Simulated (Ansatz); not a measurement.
Basis-set extrapolation for CH7AlOSi2, SMILES `[OH][Al]1[CH2][SiH2][SiH2]1` (PBE0-D4/def2-TZVP geometry, frozen core, Ansatz 0.2.0). Multiplicity 1, RHF reference.

```
                      def2-TZVPP   def2-QZVPP
                 HF  -936.715209  -936.745074
    MP2 correlation    -0.735284    -0.789813
CCSD(T) correlation    -0.821364      not run
```

Energies in hartree. Use E(X) = E(∞) + A·exp(−7.88·√X) for Hartree–Fock and E(X) = E(∞) + B·X^(−2.97) for correlation, with X = 3 and 4, and add CCSD(T) minus MP2 of the smaller set to the MP2 limit.

Task: What is the CCSD(T) energy at the basis-set limit?

Result: HF limit: -936.745074 + (-0.029865) × 0.13774 = -936.74919. MP2 limit: -0.789813 + (-0.054529) × 0.74074 = -0.83020. Higher-order term: -0.821364 − (-0.735284) = -0.08608. Total: -937.66547 hartree, 338.4 kJ/mol below CCSD(T)/def2-TZVPP.
